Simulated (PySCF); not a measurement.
C5H4F4O2.
Atom-mapped SMILES: `[O:1]=[C:2]1[C@@H:3]([CH2:4][F:5])[O:6][C@@H:7]1[C:8]([F:9])([F:10])[F:11]` (hydrogens: H12 on C3; H13, H14 on C4; H15 on C7)

The same species was optimised twice, with GFN2-xTB and with PBE0-D3(BJ)/def2-SVP (PySCF), and the same property calculations (PySCF, gas phase) were run on both structures.

| coordinate | GFN2-xTB | PBE0-D3(BJ)/def2-SVP | change |
| --- | --- | --- | --- |
| C3–C4 (Å) | 1.525 | 1.503 | -0.022 |
| C7–C8 (Å) | 1.530 | 1.516 | -0.014 |
| C2–C3 (Å) | 1.521 | 1.531 | +0.010 |
| O6–C7 (Å) | 1.422 | 1.416 | -0.006 |
| C8–F9 (Å) | 1.337 | 1.330 | -0.007 |
| C8–F11 (Å) | 1.334 | 1.329 | -0.005 |
| C2–C7 (Å) | 1.530 | 1.534 | +0.004 |
| C3–O6 (Å) | 1.438 | 1.434 | -0.004 |
| C4–F5 (Å) | 1.368 | 1.370 | +0.002 |
| C8–F10 (Å) | 1.337 | 1.335 | -0.002 |
| O1=C2 (Å) | 1.183 | 1.185 | +0.002 |
| F9–C8–F11 (°) | 107.1 | 108.5 | +1.4 |
| C7–C8–F9 (°) | 110.9 | 109.7 | -1.2 |
| F9–C8–F10 (°) | 107.3 | 108.4 | +1.1 |
| C3–O6–C7 (°) | 93.9 | 94.9 | +1.0 |
| C7–C8–F10 (°) | 111.7 | 110.8 | -0.9 |
| C3–C4–F5 (°) | 110.2 | 109.4 | -0.8 |
| C7–C8–F11 (°) | 112.3 | 111.5 | -0.8 |
| F10–C8–F11 (°) | 107.2 | 107.9 | +0.7 |
| C2–C3–C4–F5 (°) | 39 | 41 | +2 |
| O6–C7–C8–F9 (°) | -172 | -176 | -4 |

Rotational constants: A = 2182, B = 701.4, C = 637.0 MHz (GFN2-xTB) against A = 2157, B = 718.6, C = 651.1 MHz (PBE0-D3(BJ)/def2-SVP). Point groups within 0.08 Å: C1 and C1. Atoms that the bonding makes alike are paired by their places after alignment.

On the GFN2-xTB structure: HOMO (eV) -8.41 [PBE0/pcSseg-1]; LUMO (eV) -1.75 [PBE0/pcSseg-1]; dipole (D) 2.73 [PBE0/pcSseg-1]; GIAO shielding of O1 (ppm) -334.4 [PBE0/pcSseg-1]; GIAO shielding of C2 (ppm) -13.9 [PBE0/pcSseg-1]; GIAO shielding of C3 (ppm) 78.7 [PBE0/pcSseg-1]; GIAO shielding of C4 (ppm) 101.2 [PBE0/pcSseg-1]; GIAO shielding of F5 (ppm) 429.1 [PBE0/pcSseg-1]; GIAO shielding of O6 (ppm) 299.4 [PBE0/pcSseg-1]; GIAO shielding of C7 (ppm) 85.6 [PBE0/pcSseg-1]; GIAO shielding of C8 (ppm) 56.3 [PBE0/pcSseg-1].

Problem. What do these properties become on the PBE0-D3(BJ)/def2-SVP structure?

Solution. 
```tsv
property	level	on GFN2-xTB	on PBE0-D3(BJ)/def2-SVP	change
HOMO (eV)	PBE0/pcSseg-1	-8.41	-8.36	+0.05
LUMO (eV)	PBE0/pcSseg-1	-1.75	-1.69	+0.06
dipole (D)	PBE0/pcSseg-1	2.73	2.63	-0.10
energy, GFN2-xTB geometry as zero (kcal/mol)	PBE0/pcSseg-1	0.0	-0.7	-0.7
GIAO shielding of O1 (ppm)	PBE0/pcSseg-1	-334.4	-331.6	+2.8
GIAO shielding of C2 (ppm)	PBE0/pcSseg-1	-13.9	-15.3	-1.4
GIAO shielding of C3 (ppm)	PBE0/pcSseg-1	78.7	78.5	-0.2
GIAO shielding of C4 (ppm)	PBE0/pcSseg-1	101.2	102.3	+1.1
GIAO shielding of F5 (ppm)	PBE0/pcSseg-1	429.1	426.6	-2.5
GIAO shielding of O6 (ppm)	PBE0/pcSseg-1	299.4	298.4	-1.0
GIAO shielding of C7 (ppm)	PBE0/pcSseg-1	85.6	85.4	-0.2
GIAO shielding of C8 (ppm)	PBE0/pcSseg-1	56.3	58.1	+1.8
```

The heavy atoms differ by 0.056 Å rms after alignment. Among bonds between heavy atoms C3–C4 changes most (-0.022 Å). Changes are differences of the printed values. Neither structure is proved a minimum here.

Shape of the structure used: `[O:1]=[C:2]1[C@@H:3]([CH2:4][F:5])[O:6][C@@H:7]1[C:8]([F:9])([F:10])[F:11]`: C2–C3–C4–F5 41°, O6–C7–C8–F9 -176°.
